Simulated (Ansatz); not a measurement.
Si2Se4 (the lowest singlet isomer of a short search). Charge 0, multiplicity 1. Geometry PBE0-D4/def2-SVP, basis def2-TZVP, Ansatz.

Cartesian coordinates in Å:
```
Si 1.1711 -0.4729 0.7442
Si -1.1706 0.4723 -0.7453
Se -0.5264 -1.6428 -0.2177
Se 2.8230 -1.1434 1.7947
Se 0.5258 1.6427 0.2186
Se -2.8228 1.1441 -1.7945
```

```csv
run,HOMO (eV),LUMO (eV)
A,-7.14,-2.87
B,-6.08,-3.50
C,-6.26,-3.71
D,-9.28,-0.99
E,-6.36,-3.47
```

The structure comes from a short search, and lower isomers may exist.

Task: The runs used LDA (SPW92), PBE, PBE0, r2SCAN, ωB97X-V. Estimate which is which.

Result: A PBE0 (25 % exact exchange); B PBE (0 % exact exchange); C LDA (SPW92) (0 % exact exchange); D ωB97X-V (range-separated); E r2SCAN (0 % exact exchange). Exact exchange lowers occupied and raises empty levels; among semilocal functionals meta-GGAs tend to open the gap a little, and such runs are hard to tell apart. The gap grows from 2.55 eV (LDA (SPW92)) to 8.29 eV (ωB97X-V).
